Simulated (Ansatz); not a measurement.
## Worked example: C3H7F + GeH2(CH3)I → C2H4FI + GeH2(CH3)2

Gas-phase species: C3H7F `CC(C)F`, singlet; GeH2(CH3)I, singlet; C2H4FI `CC(F)I`, singlet; GeH2(CH3)2, singlet. The partners trade CH3 for I: C–CH3 and Ge–I bonds give way to C–I and Ge–CH3.

Shapes, held fixed at every level: PBE0-D4/def2-TZVP. Programs: Ansatz 0.2.0. The zero-point and thermal change to 298 K, harmonic and unscaled (PBE0-D4/def2-TZVP), is -5.6 kJ/mol.

At CCSD(T)/def2-TZVPP; 1 Eh = 2625.50 kJ/mol:

| species | energy (Eh) |
| --- | --- |
| C3H7F | -218.057166 |
| GeH2(CH3)I | -2413.827914 |
| C2H4FI | -475.350074 |
| GeH2(CH3)2 | -2156.490113 |

Problem. Work out ΔH(298 K) of the reaction at this level.

Solution. 
1. Products less reactants: (-475.350074) + (-2156.490113) − [(-218.057166) + (-2413.827914)] = 0.044893 Eh = +117.9 kJ/mol.
2. With the thermal change: +117.9 + (-5.6) = +112.3 kJ/mol.

Other levels give +113.5 (MP2/def2-TZVPP) to +143.2 kJ/mol (HF/def2-TZVPP). No measured value is set beside it here. For atoms past krypton def2 sets carry core potentials with scalar relativity. Relativity is left out for Ge. Outer-core shells of Ge, I are correlated, in sets that cover them unevenly.
